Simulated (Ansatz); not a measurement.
Stepwise reaction of `C=[CH][Ge]([Cl])([Cl])[Cl]` with hydrogen, as a gas-phase model of exchange steps in deposition or etching. ΔE in kJ/mol; ΔG adds harmonic PBE0-D4 terms to CCSD(T)/CBS, at 1 bar.

Program: Ansatz. Geometries: PBE0-D4/def2-TZVP. ΔE: electronic, gas phase. CCSD(T)/CBS adds triple-zeta CCSD(T) − MP2 to the extrapolated MP2 energy (def2 sets, frozen cores). This one scheme is used for every species. Functionals use def2-TZVPP. B3LYP here is the variant with VWN-RPA as its local correlation; programs differ in this. For Ge outer-core shells are correlated without core-valence functions, which leaves a few kJ/mol of doubt a bond. Scalar relativity is left out up to krypton. One conformer a species, not always the lowest.

```csv
step,reaction,PBE-D4,B3LYP-D4,ωB97M-V,CCSD(T)/CBS,ΔG(600 K)
1,`C=[CH][Ge]([Cl])([Cl])[Cl]` + H₂ → `C=[CH][GeH]([Cl])[Cl]` + HCl,57.7,57.3,55.2,53.3,45.4
2,`C=[CH][GeH]([Cl])[Cl]` + H₂ → `C=[CH][GeH2][Cl]` + HCl,62.1,62.3,60.5,59.1,51.2
3,`C=[CH][GeH2][Cl]` + H₂ → `C=[CH][GeH3]` + HCl,59.7,60.9,60.2,58.7,49.1
```

(1) By hand: ΔE of the 3 steps together at CCSD(T)/CBS.

Results:

(1) (53.3) + (59.1) + (58.7) = 171.1 kJ/mol, or 57.0 kJ/mol a step.

In ΔE step 1 is the lowest and step 2 the highest. All are uphill at CCSD(T)/CBS. ΔG lies between 45.4 and 51.2 kJ/mol a step. PBE-D4 differs from CCSD(T)/CBS by 1.0 to 4.4 kJ/mol a step. Only this route is followed, and other bonds may react first. Isolated molecules leave out the surface, adducts and barriers. Largest T1 diagnostic: 0.012.
